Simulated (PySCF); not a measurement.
Deuteron quadrupole couplings in `CC(C)(C)[P@@](C)(=O)O`

Species: C5H13O2P.
Cartesian coordinates in Å at the GFN2-xTB level; atoms count from 1:
```xyz
21
C5H13O2P angstrom
C     -1.1423   -1.3967   -0.0664
C     -0.6612    0.0431    0.0492
C     -1.5411    0.9656   -0.7861
C     -0.6096    0.5041    1.4980
P      1.0254    0.1306   -0.7289
C      2.2033   -0.8412    0.2846
O      1.0626   -0.1745   -2.1653
O      1.5054    1.6533   -0.4545
H     -2.1875   -1.4760    0.2300
H     -0.5556   -2.0558    0.5712
H     -1.0450   -1.7347   -1.0965
H     -1.4746    0.6855   -1.8363
H     -1.2153    1.9993   -0.6804
H     -2.5814    0.8971   -0.4713
H     -0.1319    1.4788    1.5662
H     -1.6180    0.5826    1.9014
H     -0.0519   -0.1995    2.1116
H      1.9113   -1.8866    0.2858
H      3.1737   -0.7479   -0.1982
H      2.2604   -0.4606    1.2981
H      1.6645    2.0505   -1.3128
```

Level: PBE0/pcSseg-1 (PySCF, non-relativistic); Q(2H) = 0.00286 b; rigid geometry, the same for H and D, with no vibrational averaging.

Problem. Rank these positions by the coupling χzz of a deuteron there, largest first.
A. H11 (methyl hydrogen)
B. H16 (methyl hydrogen)
C. H21 (hydroxyl hydrogen)
D. H18 (methyl hydrogen)

Solution. C (323 kHz), D (215 kHz), B (211 kHz), A (206 kHz).

Problem. Give the electric field gradient Vzz (the principal value of largest size), its asymmetry and the 2H coupling at each hydrogen.

Solution. 
| atom | bonded to | bond length (Å) | Vzz (au) | η | χzz (kHz) |
| --- | --- | --- | --- | --- | --- |
| H9 | C1 | 1.089 | 0.3130 | 0.02 | 210 |
| H10 | C1 | 1.089 | 0.3134 | 0.03 | 211 |
| H11 | C1 | 1.089 | 0.3069 | 0.02 | 206 |
| H12 | C3 | 1.089 | 0.3057 | 0.02 | 205 |
| H13 | C3 | 1.089 | 0.3104 | 0.02 | 209 |
| H14 | C3 | 1.089 | 0.3138 | 0.03 | 211 |
| H15 | C4 | 1.088 | 0.3100 | 0.01 | 208 |
| H16 | C4 | 1.089 | 0.3133 | 0.02 | 211 |
| H17 | C4 | 1.087 | 0.3153 | 0.02 | 212 |
| H18 | C6 | 1.085 | 0.3202 | 0.01 | 215 |
| H19 | C6 | 1.088 | 0.3152 | 0.01 | 212 |
| H20 | C6 | 1.084 | 0.3223 | 0.01 | 217 |
| H21 | O8 | 0.959 | 0.4813 | 0.10 | 323 |

Problem. Average by the element that carries the hydrogen.

Solution. on C: 211 kHz over 12 positions, mean bond length 1.088 Å; on O: 323 kHz over 1 position, mean bond length 0.959 Å.

Problem. Give the 2H NMR doublet splittings at H18 for a magnetic field along the z, y and x axes of the gradient: 3χ/2, 3χ(1 + η)/4, 3χ(1 − η)/4.

Solution. With |χ| = 215.2 kHz and η = 0.012: 323, 163 and 160 kHz, to first order and without motion.

One conformer (not necessarily the lowest) at the GFN2-xTB geometry, without solvent, vibrations or thermal averaging. GFN2-xTB bond lengths can be off by several hundredths of an ångström, more for odd bonds, and the gradients follow them. These gradients aren't converged with respect to the basis.
